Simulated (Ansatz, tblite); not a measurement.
Forces on Zn₁₃O₁₃H₃₀ at its PBE-D4/def2-SVP geometry. The state is a singlet with charge 0.

The xTB rows come from tblite. Single mean-field runs in def2-TZVP are fitted with def2-universal-jkfit.

GFN2-xTB (tblite), largest force 1.12 eV/Å:

```xyz
56
positions Å, forces eV/Å
Zn   -2.516   -0.661    0.529   -0.388    0.211    0.721
Zn   -1.593   -0.310   -3.429   -0.122   -0.147   -0.702
Zn   -3.247    1.493   -2.341   -0.710    0.462   -0.032
Zn   -1.299    2.266    0.473   -0.736    0.029    0.418
Zn   -0.168    2.300   -3.154   -0.068   -0.032   -0.927
Zn   -0.775   -3.725   -0.891    0.386   -0.846   -0.011
Zn   -1.206   -3.360    2.345   -0.577   -0.346    0.515
Zn   -0.293    0.173    2.632   -0.578    0.498    0.366
Zn    1.247   -3.351    1.271    0.383   -0.611    0.096
Zn    0.557   -0.242   -0.492   -0.621    0.268    0.548
Zn    2.741    2.622    0.035    0.595    0.386   -0.146
Zn    3.423    0.353    1.852    0.846    0.374   -0.090
Zn    1.678    3.069    2.452   -0.056    0.467    0.706
O    -2.748   -0.553   -1.568   -1.053   -0.053    0.012
O    -1.921   -2.763    0.518   -0.894   -0.368    0.168
O    -2.122   -3.057   -2.259    0.162    0.541   -0.674
O    -0.808    0.349    0.715    0.117   -0.050   -0.103
O     0.156    0.306   -2.389    0.739   -0.358   -0.460
O    -1.587    2.500   -1.680   -0.471    0.859    0.044
O     0.636    3.113    0.466   -0.296    0.936    0.381
O     0.909    3.687   -2.130    0.783   -0.115    0.358
O     0.744   -2.248   -0.476    0.693   -0.130   -0.624
O     0.404   -1.821    2.614   -0.229   -0.201    1.009
O     1.709    1.042    2.755    0.021    0.092    0.976
O     3.042   -1.420    2.772   -0.159   -0.783   -0.399
O     2.355    0.531   -0.017    0.550   -0.367   -0.670
H    -3.873   -0.637    1.305    0.880    0.066   -0.477
H    -1.214   -1.641   -4.214   -0.025    0.925    0.093
H    -4.721    1.875   -2.025    0.905   -0.236   -0.152
H    -2.513    1.013   -3.849   -0.168   -0.356   -0.011
H    -2.379    3.192    1.120    0.694   -0.638   -0.343
H    -0.046    2.189   -4.706   -0.008    0.229    1.053
H    -0.018   -5.072   -1.114   -0.629    0.875    0.029
H    -2.056   -3.526    3.637    0.507    0.141   -0.789
H     0.019   -4.403    1.668    0.272    0.083    0.274
H    -0.981    0.579    3.976    0.364   -0.270   -0.895
H     2.831   -3.509    1.269   -0.855   -0.246   -0.261
H     3.289    3.022   -1.404    0.113   -0.341    0.859
H     4.890    0.794    1.554   -0.942   -0.421    0.312
H     1.078    4.120    3.429    0.328   -0.658   -0.597
H     3.183    3.091    1.570   -0.111    0.278   -0.256
H    -3.707   -0.738   -1.671    0.463   -0.104   -0.069
H    -2.841   -3.101    0.512    0.480    0.027   -0.149
H    -2.418   -2.158   -1.919    0.207   -0.733    0.025
H    -1.779   -2.807   -3.160   -0.366   -0.641    0.838
H     0.829   -0.055   -3.002   -0.181    0.159    0.404
H    -1.894    3.428   -1.613    0.271   -0.382   -0.185
H     0.442    4.051    0.679    0.163   -0.345   -0.290
H     0.706    3.515   -1.160   -0.129    0.073   -0.747
H     1.899    3.590   -2.129   -1.018    0.279   -0.354
H     1.485   -2.530   -1.049   -0.352    0.272    0.157
H     0.358   -2.056    3.567    0.238    0.075   -0.409
H     1.767    0.957    3.729    0.162   -0.041   -0.475
H     2.039   -1.495    2.792    0.683    0.329    0.045
H     3.277   -2.254    2.282    0.126    0.915    0.634
H     3.028    0.271   -0.677   -0.393   -0.032    0.258
```

PBE-D4/def2-TZVP (Ansatz), largest force 0.35 eV/Å:

```
Zn -0.180 0.096 0.161
Zn -0.017 -0.139 -0.321
Zn -0.247 0.132 -0.073
Zn -0.179 0.070 0.177
Zn -0.013 0.077 -0.280
Zn 0.043 -0.285 -0.041
Zn -0.150 -0.167 0.183
Zn -0.199 0.074 0.154
Zn 0.250 -0.246 0.030
Zn 0.055 -0.025 -0.049
Zn 0.266 0.167 -0.143
Zn 0.276 0.076 0.046
Zn 0.031 0.191 0.214
O -0.248 -0.107 0.035
O -0.255 -0.069 -0.030
O -0.101 0.079 -0.243
O 0.028 -0.012 -0.025
O 0.188 -0.085 -0.147
O -0.052 0.257 0.035
O -0.120 0.244 0.008
O 0.206 0.140 0.085
O 0.182 -0.061 -0.165
O 0.018 0.012 0.273
O 0.009 -0.057 0.258
O 0.003 -0.286 0.040
O 0.172 -0.084 -0.167
H 0.036 -0.006 -0.032
H -0.010 0.067 0.007
H 0.051 -0.008 -0.005
H -0.015 -0.002 0.010
H 0.039 -0.019 -0.023
H 0.002 0.006 0.056
H -0.027 0.049 0.000
H 0.024 0.010 -0.047
H -0.006 0.008 0.017
H 0.028 -0.020 -0.036
H -0.066 -0.017 -0.007
H 0.010 -0.018 0.064
H -0.050 -0.023 0.010
H 0.016 -0.040 -0.028
H -0.012 0.010 0.005
H 0.162 0.041 0.024
H 0.180 0.034 0.006
H 0.014 -0.062 0.020
H 0.014 -0.112 0.107
H -0.113 0.068 0.142
H 0.048 -0.172 -0.042
H 0.028 -0.163 -0.027
H -0.029 0.003 -0.059
H -0.111 -0.006 -0.098
H -0.147 0.081 0.099
H -0.004 0.043 -0.163
H 0.015 0.034 -0.180
H 0.046 0.045 0.007
H 0.059 0.148 0.036
H -0.149 0.027 0.122
```

r2SCAN-D4/def2-TZVP (Ansatz), largest force 0.60 eV/Å:

```
Zn -0.086 0.070 0.092
Zn 0.021 -0.137 -0.179
Zn -0.138 0.095 0.004
Zn -0.094 0.021 0.108
Zn -0.015 0.058 -0.122
Zn -0.006 -0.134 -0.017
Zn -0.121 -0.061 0.100
Zn -0.123 0.040 0.067
Zn 0.202 -0.108 0.007
Zn 0.009 -0.005 -0.009
Zn 0.142 0.087 -0.143
Zn 0.123 0.032 0.046
Zn -0.020 0.084 0.144
O -0.450 -0.028 -0.025
O -0.392 -0.177 -0.031
O 0.063 0.509 -0.288
O 0.019 -0.008 -0.017
O 0.273 -0.139 -0.287
O -0.111 0.416 -0.008
O -0.099 0.413 0.156
O 0.383 -0.143 0.405
O 0.308 -0.151 -0.241
O -0.080 -0.115 0.431
O 0.067 -0.048 0.422
O -0.313 -0.444 -0.258
O 0.314 -0.093 -0.264
H 0.164 0.001 -0.101
H -0.043 0.199 0.068
H 0.200 -0.041 -0.039
H -0.001 -0.067 0.131
H 0.139 -0.112 -0.076
H -0.004 0.024 0.204
H -0.104 0.176 0.013
H 0.106 0.023 -0.179
H 0.005 0.145 0.037
H 0.083 -0.058 -0.165
H -0.215 -0.015 -0.013
H -0.028 -0.057 0.203
H -0.187 -0.073 0.043
H 0.080 -0.147 -0.122
H -0.137 -0.018 -0.048
H 0.495 0.100 0.070
H 0.498 0.159 0.010
H 0.135 -0.423 -0.098
H -0.127 -0.223 0.454
H -0.350 0.193 0.351
H 0.155 -0.496 -0.056
H 0.085 -0.491 -0.105
H 0.035 0.064 -0.447
H -0.499 0.045 -0.108
H -0.404 0.175 0.300
H 0.012 0.135 -0.491
H -0.014 0.061 -0.519
H 0.442 0.093 -0.001
H -0.021 0.473 0.239
H -0.380 0.121 0.352
```
